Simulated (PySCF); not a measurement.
# Orbital picture of SbN⁺

PBE0 at R = 1.956 Å; PySCF, scalar-relativistic core potentials, basis sets Sb def2-SVPD with ECP28, N def2-SVPD. State: ⁴Π (quartet), unpaired electrons π ↑↑↑, a second solution, started from another occupation. Only the outer orbitals are listed, counted within each symmetry, core potentials removing the inner ones.

```tsv
spin	orbital	occ.	ε (eV)	on Sb (%)	main shells (%)
α	5σ	1	-30.28	15	80 N s, 11 Sb s
α	6σ	1	-21.84	78	77 Sb s, 15 N s
α	3π	1	-17.43	16	83 N p, 14 Sb p
α	3π	1	-17.11	16	83 N p, 14 Sb p
α	7σ	1	-15.91	38	56 N p, 29 Sb p
α	4π	1	-12.88	86	85 Sb p, 15 N p
α	4π	0	-10.87	86	85 Sb p, 14 N p
α	8σ	0	-6.80	83	69 Sb p, 17 N p, 12 Sb d
α	9σ	0	-4.04	104	104 Sb s
β	5σ	1	-27.01	26	68 N s, 20 Sb s
β	6σ	1	-20.15	73	70 Sb s, 24 N s
β	7σ	1	-14.87	37	54 N p, 31 Sb p, 9 N s
β	3π	0	-11.92	68	67 Sb p, 31 N p
β	3π	0	-11.21	61	59 Sb p, 38 N p
β	4π	0	-8.52	40	60 N p, 32 Sb p, 8 Sb d
```

Problem. Which are the highest filled and the lowest empty level, where do they sit, and how wide is the gap?

Solution. Highest filled α 4π at -12.88 eV (in %: 85 Sb p, 15 N p); lowest empty β 3π at -11.92 eV (in %: 67 Sb p, 31 N p); the gap at PBE0 is 0.96 eV.

```
bond order (Mayer)                                                                                                : 1.10
⟨S²⟩                                                                                                              : 3.759
charge on Sb (Mulliken, basis-dependent)                                                                          : 1.17
charge on Sb (Löwdin, basis-dependent)                                                                            : 1.18
dipole moment (positive dipole points towards N; it is taken about the centre of mass and depends on that origin) : -0.90 D
```

Shares are Mulliken populations and can fall outside 0 to 100 %.

Spin–orbit coupling is left out.
